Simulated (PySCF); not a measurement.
Electronic absorption of C6H4O2

Compound: C₆H₄O₂.
Numbering: `[CH:1]#[C:2][C:3](=[O:4])[C:5](=[CH2:6])[CH:7]=[O:8]` (hydrogens: H9 on C1; H10, H11 on C6; H12 on C7)

Theory: PySCF 2.14.0, density-fitted response routines, TDDFT CAM-B3LYP/def2-SVPD, vertical, gas phase, core orbitals frozen in the response. Isolated species at its GFN2-xTB geometry (one conformer only). Torsions of this conformer, `[CH:1]#[C:2][C:3](=[O:4])[C:5](=[CH2:6])[CH:7]=[O:8]`: C2–C3–C5–C6 0°, C3–C5–C7–O8 180°.

```tsv
state	E (eV)	E (kJ/mol)	λ (nm)	f	|μ| (D)	symmetry	main configurations (H = HOMO, L = LUMO)
S1	3.36	325	368.6	0.0001	0.07	–	H→L (74%), H→L+1 (15%)
S2	3.83	370	323.6	0.0001	0.10	–	H-1→L (44%), H→L+1 (40%)
S3	4.90	472	253.2	0.0001	0.08	–	H-4→L (30%), H-1→L (27%), H-1→L+1 (12%)
S4	5.32	513	233.2	0.0000	0.02	–	H-4→L (40%), H→L+1 (24%), H→L (12%)
S5	5.45	525	227.7	0.067	1.80	A′	H-2→L (60%), H-3→L (28%)
S6	5.86	566	211.4	0.0002	0.09	–	H-1→L+1 (64%), H-4→L+1 (15%), H-1→L (9%)
S7	5.92	571	209.3	0.237	3.25	A′	H-3→L (49%), H-2→L (37%)
S8	6.32	610	196.3	0.138	2.40	A′	H-2→L+1 (90%)
```

Triplets (Tamm–Dancoff): T1 2.93 eV, H→L (63%), H→L+1 (21%); T2 3.29 eV, H-1→L (44%), H→L+1 (35%); T3 3.30 eV, H-2→L (81%).

The lowest singlet lies at 3.36 eV (369 nm, ultraviolet) and is dark (f under 0.0005); its leading configuration is HOMO→LUMO (74%). The most intense listed level is S7 at 5.92 eV (209 nm, f = 0.237), 2.56 eV above S1. Löwdin shares by element: HOMO oxygen 63%, carbon 22% or more; LUMO carbon 54% or more, oxygen 18% or more (atoms not listed hold the other 28%). Of the 8 states listed, 3 reach f = 0.01 and 5 stay under 0.0005. Weighted by f, the mean energy of these states is 5.97 eV. Orbital energies (eV): HOMO-3 -10.57, HOMO-2 -10.21, HOMO-1 -10.15, HOMO -9.16, LUMO -1.88, LUMO+1 -0.79, LUMO+2 1.07. No computed singlet lies in the visible range (380 to 750 nm); the lowest, at 369 nm, stands 0.10 eV above its violet end (3.26 eV); a Tamm–Dancoff triplet lies at 423 nm, without intensity as long as spin–orbit coupling is left out. Symmetry labels in Cs follow from the direction of the transition dipole and are given only for states with f of 0.002 or more. The window holds the lowest 8 singlets.
